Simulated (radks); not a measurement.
Polarisability of the zirconium ion Zr+, [Kr] 4d2 5s1, at imaginary frequency. Method: non-relativistic Kohn-Sham, LB94 model potential, spin-unpolarised, spherical densities, point nucleus; relativity is left out, which matters for an element this heavy; computed with a radial shooting solver on a logarithmic mesh with Libxc functionals. Response by self-consistent Sternheimer equations with the Hartree and adiabatic LDA kernel.

w (hartree),alpha1(iw) (bohr^3)
0.00266,46.47
0.0143,46.19
0.0360,44.72
0.0697,40.65
0.118,33.42
0.186,24.76
0.280,17.17
0.413,11.64
0.605,7.838
0.892,5.153
1.35,3.162
2.12,1.700
3.59,0.7556
6.94,0.2673
17.5,0.06453

Static values: alpha1 = 46.48 bohr^3 (6.887 angstrom^3; uncoupled 73.01). C6 = 355.5, triple-dipole C9 = 11280 atomic units. One-pole (London) frequency 4 C6 / (3 alpha1^2) = 0.219 hartree, against 0.507 for minus the highest occupied eigenvalue.
